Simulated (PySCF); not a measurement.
# Electron correlation in Ni⁺ (nickel, charge +1)

[Ar] 3d9, 2D determinant. All numbers are calculated (PySCF 2.14, the spin-free X2C one-electron Hamiltonian (Gaussian nucleus), in x2c-TZVPPall with one added diffuse shell each of s, p, d, f type (7s6p5d3f1g, 80 functions)). Frozen: [Ne]; 17 electrons correlated.

```tsv
level	correlation energy (mhartree)
CCSD	-653.44
(T)	-17.17
CCSD(T)	-670.61
```

Diagnostics: T1 = 0.013, D1 = 0.0272, largest double amplitude 0.021.

Is a single reference adequate?

Yes: T1 lies below 0.03 and no double amplitude reaches 0.07.

This basis was not built for core-valence correlation, so the inner-shell part is incomplete.
